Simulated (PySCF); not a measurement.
Isomers of C5H9FOSi, one GFN2-xTB conformer each. Single-point energies are computed at PBE0/pcSseg-1 (PySCF, gas phase, no added dispersion term), electronic only.

| SMILES | GFN2-xTB relative energy (kcal/mol) |
| --- | --- |
| FC(C[SiH3])=C1COC1 | 16.2 |
| FCOC1=CC[SiH2]C1 | 0.0 |
| C[SiH2]C(F)=C1COC1 | 25.2 |
| CCOC1=C[C@H](F)[SiH2]1 | 21.0 |
| O=C(/C=C/F)CC[SiH3] | 11.0 |
| FCOC1=C[SiH2]CC1 | 1.0 |
| FCOC1=CCC[SiH2]1 | 4.4 |
| FC[SiH2]O[C@]12C[C@H]1C2 | 3.9 |

Conformers: `[F:1][C:2]([CH2:3][SiH3:4])=[C:5]1[CH2:6][O:7][CH2:8]1` with F1–C2–C3–Si4 -71°; `[F:1][CH2:2][O:3][C:4]1=[CH:5][CH2:6][SiH2:7][CH2:8]1` with F1–C2–O3–C4 -70°, C2–O3–C4–C5 169°; `[CH3:1][SiH2:2][C:3]([F:4])=[C:5]1[CH2:6][O:7][CH2:8]1` with C1–Si2–C3–F4 96°; `[CH3:1][CH2:2][O:3][C:4]1=[CH:5][C@H:6]([F:7])[SiH2:8]1` with C1–C2–O3–C4 -179°, C2–O3–C4–C5 2°; `[O:1]=[C:2](/[CH:3]=[CH:4]/[F:5])[CH2:6][CH2:7][SiH3:8]` with O1–C2–C3–C4 2°, O1–C2–C6–C7 -2°, C2–C6–C7–Si8 -68°; `[F:1][CH2:2][O:3][C:4]1=[CH:5][SiH2:6][CH2:7][CH2:8]1` with F1–C2–O3–C4 180°, C2–O3–C4–C5 0°, C4–C5–Si6–C7 9°, C5–Si6–C7–C8 -16°, Si6–C7–C8–C4 19°, O3–C4–C8–C7 167°; `[F:1][CH2:2][O:3][C:4]1=[CH:5][CH2:6][CH2:7][SiH2:8]1` with F1–C2–O3–C4 176°, C2–O3–C4–C5 2°, C4–C5–C6–C7 11°, C5–C6–C7–Si8 -15°, C6–C7–Si8–C4 12°, O3–C4–Si8–C7 173°; `[F:1][CH2:2][SiH2:3][O:4][C@:5]12[CH2:6][C@H:7]1[CH2:8]2` with F1–C2–Si3–O4 -69°, C2–Si3–O4–C5 56°, Si3–O4–C5–C6 34°.

Problem. What does PBE0/pcSseg-1 give for the same structures?

Solution. 
| SMILES | PBE0/pcSseg-1 E (Eh) | PBE0/pcSseg-1 (kcal/mol) | GFN2-xTB (kcal/mol) | point group |
| --- | --- | --- | --- | --- |
| FCOC1=C[SiH2]CC1 | -659.90393 | 0.0 | 1.0 | C1 |
| FCOC1=CC[SiH2]C1 | -659.90173 | 1.4 | 0.0 | C1 |
| FCOC1=CCC[SiH2]1 | -659.89175 | 7.6 | 4.4 | C1 |
| O=C(/C=C/F)CC[SiH3] | -659.89025 | 8.6 | 11.0 | C1 |
| CCOC1=C[C@H](F)[SiH2]1 | -659.86339 | 25.4 | 21.0 | C1 |
| C[SiH2]C(F)=C1COC1 | -659.85557 | 30.3 | 25.2 | C1 |
| FC[SiH2]O[C@]12C[C@H]1C2 | -659.85015 | 33.7 | 3.9 | C1 |
| FC(C[SiH3])=C1COC1 | -659.84944 | 34.2 | 16.2 | C1 |

GFN2-xTB puts FCOC1=CC[SiH2]C1 lowest instead; measured from each level's own lowest isomer, the values differ by up to 29.8 kcal/mol (FC[SiH2]O[C@]12C[C@H]1C2: 3.9 against 33.7). As drawn, the highest has a four-membered ring, which the lowest lacks. Neighbours under 2.5 kcal/mol apart (FCOC1=C[SiH2]CC1 and FCOC1=CC[SiH2]C1; FCOC1=CCC[SiH2]1 and O=C(/C=C/F)CC[SiH3]; FC[SiH2]O[C@]12C[C@H]1C2 and FC(C[SiH3])=C1COC1) can change places with a better method, another conformer or zero-point energy.

Problem. Which frontier levels, dipoles and rotational constants go with these structures?

Solution. 
| SMILES | HOMO (eV, PBE0/pcSseg-1) | LUMO (eV) | dipole (D) | A, B, C (MHz) |
| --- | --- | --- | --- | --- |
| FCOC1=C[SiH2]CC1 | -7.08 | 0.32 | 1.47 | 4633, 824.4, 716.8 |
| FCOC1=CC[SiH2]C1 | -6.55 | 0.67 | 1.68 | 3592, 998.3, 851.9 |
| FCOC1=CCC[SiH2]1 | -6.81 | 0.27 | 2.83 | 3900, 900.8, 750.3 |
| O=C(/C=C/F)CC[SiH3] | -7.62 | -1.66 | 2.03 | 4724, 639.6, 610.5 |
| CCOC1=C[C@H](F)[SiH2]1 | -7.03 | 0.04 | 2.48 | 3898, 833.6, 721.4 |
| C[SiH2]C(F)=C1COC1 | -6.95 | -0.42 | 1.96 | 2812, 1004, 829.1 |
| FC[SiH2]O[C@]12C[C@H]1C2 | -6.50 | 0.46 | 1.59 | 2707, 1251, 1016 |
| FC(C[SiH3])=C1COC1 | -6.69 | 0.17 | 2.12 | 3248, 908.7, 786.6 |
